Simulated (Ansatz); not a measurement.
```xyz
3

F    -0.958    0.835   -1.345
Zn   -0.058    0.050   -0.081
Cl    1.016   -0.886    1.426
```

The species carries charge 0 and has multiplicity 1.

(1) List the CAM-B3LYP/def2-TZVPP orbital energies in eV (Ansatz 0.2.0). (Estimate.)

Answers

(1) Ansatz gave: Occupied: -9453.31, -2764.54, -1152.33, -1015.78, -1015.78, -1015.67, -672.45, -259.29, -198.34, -198.21, -198.21, -135.35, -91.64, -91.64, -91.51, -32.77, -24.55, -17.78, -17.68, -17.68, -17.55, -17.55, -13.24, -12.40, -12.40, -12.35, -10.83, -10.83. Lowest empty: -0.91, 0.48, 0.48, 2.62, 4.07, 5.24, 5.24, 6.70.
